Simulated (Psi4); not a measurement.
HIn, singlet, at a GFN2-xTB geometry (such geometries of metal compounds can be far from the true shape) (core potentials on In), with bond 1-2 at 1.6 times its length; TPSS/def2-SV(P) in Psi4.

Here is a job for Psi4.
```
memory 2 GB

molecule mol {
0 1
  In    0.000000    0.000000   -1.221518
  H     0.000000    0.000000    1.930786
}

set basis def2-sv(p)
set reference rks
set dft_radial_scheme mura

energy('tpss')
print_variables()
```

### Question
What does Psi4 print? Leave out banner, timings and long lists.

### Answer

```
   => Loading Basis Set <=

    Name: DEF2-SV(P)
    Role: ORBITAL
    Keyword: BASIS

    !!!  WARNING: ECP capability is in beta. Please check occupations closely.  !!!

         ---------------------------------------------------------
                                   SCF
               by Justin Turney, Rob Parrish, Andy Simmonett
                          and Daniel G. A. Smith
                              RKS Reference
         ---------------------------------------------------------

  ==> Geometry <==

    Molecular point group: c2v
    Full point group: C_inf_v

    Geometry (in Angstrom), charge = 0, multiplicity = 1:

       Center              X                  Y                   Z               Mass
    ------------   -----------------  -----------------  -----------------  -----------------
         IN           0.000000000000     0.000000000000    -0.027408542675   114.903878776000
         H            0.000000000000     0.000000000000     3.124895457325     1.007825032230

  Running in c2v symmetry.

  Rotational constants: A = ************  B =      1.69804  C =      1.69804 [cm^-1]
  Rotational constants: A = ************  B =  50905.94131  C =  50905.94131 [MHz]
  Nuclear repulsion =    3.525269588234510

  Charge       = 0
  Multiplicity = 1
  Electrons    = 22
  Nalpha       = 11
  Nbeta        = 11

  ==> Algorithm <==

  SCF Algorithm Type is DF.
  DIIS enabled.
  MOM disabled.
  Fractional occupation disabled.
  Guess Type is SAD.
  Energy threshold   = 1.00e-06
  Density threshold  = 1.00e-06
  Integral threshold = 1.00e-12

  ==> Primary Basis <==

  Basis Set: DEF2-SV(P)
    Blend: DEF2-SV(P)
    Number of shells: 12
    Number of basis functions: 28
    Number of Cartesian functions: 30
    Spherical Harmonics?: true
    Max angular momentum: 2

  Core potential: DEF2-SV(P)
    Number of shells: 4
    Number of ECP primitives: 18
    Number of ECP core electrons: 28
    Max angular momentum: 3

  ==> DFT Potential <==

   => LibXC <=

    Version 7.1.2
    S. Lehtola, C. Steigemann, M. J. T. Oliveira, and M. A. L. Marques,  SoftwareX 7, 1–5 (2018) (10.1016/j.softx.2017.11.002)

   => Composite Functional: TPSS <=

    TPSS Meta-GGA XC Functional

    J. Tao, et al., Phys. Rev. Lett., 91, 146401, 2003

    Deriv               =              1
    GGA                 =           TRUE
    Meta                =           TRUE

    Exchange Hybrid     =          FALSE
    MP2 Hybrid          =          FALSE

[...]
   @DF-RKS iter   6:  -190.56440827055192    1.63148e-03   1.97428e-03 ADIIS/DIIS
   @DF-RKS iter   7:  -190.56637862588278   -1.97036e-03   9.70095e-05 DIIS
   @DF-RKS iter   8:  -190.56638299353102   -4.36765e-06   2.33468e-05 DIIS
   @DF-RKS iter   9:  -190.56638327407563   -2.80545e-07   2.16041e-06 DIIS
   @DF-RKS iter  10:  -190.56638327626720   -2.19157e-09   1.77844e-07 DIIS
  Energy and wave function converged.

  ==> Post-Iterations <==

   Electrons on quadrature grid:
      Ntotal   =   22.0000007228 ; deviation = 7.228e-07

    Orbital Energies [Eh]
    ---------------------

    Doubly Occupied:

[...]
    Virtual:

[...]
    Final Occupation by Irrep:
             A1    A2    B1    B2
    DOCC [     6,    1,    2,    2 ]
    NA   [     6,    1,    2,    2 ]
    NB   [     6,    1,    2,    2 ]

  @DF-RKS Final Energy:  -190.56638327626720

   => Energetics <=

    Nuclear Repulsion Energy =              3.5252695882345102
    One-Electron Energy =                -341.6132711064686305
    Two-Electron Energy =                 164.3857781673467002
    DFT Exchange-Correlation Energy =     -16.8641599253797558
    Empirical Dispersion Energy =           0.0000000000000000
    VV10 Nonlocal Energy =                  0.0000000000000000
    Total Energy =                       -190.5663832762672030

Computation Completed

Properties will be evaluated at   0.000000,   0.000000,   0.000000 [a0]

Properties computed using the SCF density matrix

 Multipole Moments:

 ------------------------------------------------------------------------------------
     Multipole            Electronic (a.u.)      Nuclear  (a.u.)        Total (a.u.)
 ------------------------------------------------------------------------------------

 L = 1.  Multiply by 2.5417464519 to convert [e a0] to [Debye]
 Dipole X            :          0.0000000            0.0000000            0.0000000
 Dipole Y            :          0.0000000            0.0000000            0.0000000
 Dipole Z            :         -6.9461368            4.8175092           -2.1286277
 Magnitude           :                                                    2.1286277

 ------------------------------------------------------------------------------------

  Variable Map:
  ----------------------------------------------------------------------------
[...]
  Array Variable Map:
  ----------------------------------------------------------------------------
[...]
[...]
```
